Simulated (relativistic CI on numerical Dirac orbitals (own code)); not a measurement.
Line list: Electric-dipole lines, Kr35+

Computed by Dirac equation for one electron, model QED (radiative potential, 1s self-energy scaled to tabulated hydrogen-like ionisation energies) (own radial code, finite nucleus).

Configurations in the expansion: 1s, 2s, 2p, 3s, 3p, 3d, 4s, 4p, 4d, 4f, 5s, 5p, 5d, 5f, 5g, 6s, 6p, 6d. Levels of other configurations are missing.

```
λ vac (Å)            Lower            Upper   A (s⁻¹)  E lower (Ry)  E upper (Ry)
   0.9178    1s 2S_1/2 [1]   2p 2P°_3/2 [4]  1.04e+15          0.00        992.89
   0.9232    1s 2S_1/2 [1]   2p 2P°_1/2 [2]  1.06e+15          0.00        987.04
   3.6478   2p 2P°_1/2 [2]   4d 2D_3/2 [12]  3.03e+13        987.04       1236.85
   3.7318   2p 2P°_3/2 [4]   4d 2D_5/2 [15]  3.47e+13        992.89       1237.09
   4.8884   2p 2P°_1/2 [2]    3d 2D_3/2 [7]  9.32e+13        987.04       1173.45
   4.8917    2s 2S_1/2 [3]   3p 2P°_3/2 [8]  3.70e+13        987.17       1173.46
   4.9377    2s 2S_1/2 [3]   3p 2P°_1/2 [5]  3.96e+13        987.17       1171.72
   5.0313   2p 2P°_3/2 [4]    3d 2D_5/2 [9]  1.08e+14        992.89       1174.01
   5.0469   2p 2P°_3/2 [4]    3d 2D_3/2 [7]  1.80e+13        992.89       1173.45
   9.6455   3p 2P°_1/2 [5]   5d 2D_3/2 [19]  4.84e+12       1171.72       1266.20
   9.8129    3d 2D_3/2 [7]  5f 2F°_5/2 [21]  7.22e+12       1173.45       1266.32
   9.8133   3p 2P°_3/2 [8]   5d 2D_5/2 [22]  5.72e+12       1173.46       1266.32
   9.8660    3d 2D_5/2 [9]  5f 2F°_7/2 [24]  7.63e+12       1174.01       1266.38
   13.992   3p 2P°_1/2 [5]   4d 2D_3/2 [12]  9.84e+12       1171.72       1236.85
   14.000    3s 2S_1/2 [6]  4p 2P°_3/2 [13]  4.96e+12       1171.76       1236.85
   14.159    3s 2S_1/2 [6]  4p 2P°_1/2 [10]  5.38e+12       1171.76       1236.12
   14.321    3d 2D_3/2 [7]  4f 2F°_5/2 [14]  2.18e+13       1173.45       1237.09
   14.322   3p 2P°_3/2 [8]   4d 2D_5/2 [15]  1.18e+13       1173.46       1237.09
   14.421    3d 2D_5/2 [9]  4f 2F°_7/2 [16]  2.31e+13       1174.01       1237.20
   20.093  4p 2P°_3/2 [13]   6d 2D_5/2 [30]  1.45e+12       1236.85       1282.20
   30.297  4p 2P°_1/2 [10]   5d 2D_3/2 [19]  2.04e+12       1236.12       1266.20
   30.312   4s 2S_1/2 [11]  5p 2P°_3/2 [20]  1.18e+12       1236.14       1266.20
   30.923   4d 2D_3/2 [12]  5f 2F°_5/2 [21]  4.07e+12       1236.85       1266.32
   30.924  4p 2P°_3/2 [13]   5d 2D_5/2 [22]  2.48e+12       1236.85       1266.32
   31.109  4f 2F°_5/2 [14]   5g 2G_7/2 [23]  6.92e+12       1237.09       1266.38
   31.109   4d 2D_5/2 [15]  5f 2F°_7/2 [24]  4.34e+12       1237.09       1266.38
   31.196  4f 2F°_7/2 [16]   5g 2G_9/2 [25]  7.15e+12       1237.20       1266.41
   55.874  5p 2P°_1/2 [17]   6d 2D_3/2 [28]  6.07e+11       1265.82       1282.13
   55.901   5s 2S_1/2 [18]  6p 2P°_3/2 [29]  3.85e+11       1265.83       1282.13
   56.935  5p 2P°_3/2 [20]   6d 2D_5/2 [30]  7.49e+11       1266.20       1282.20
```

Terms are leading LS components. Brackets give the number of a level in order of energy, since labels repeat. The list gives strong lines, with weight on those to low levels, without lines whose two gauges differ by over a factor of 2.5. Levels whose partners in the same complex of configurations lie outside the list can be far off, and so can their lines. Rates are taken at the computed energies, electric ones in the length gauge.
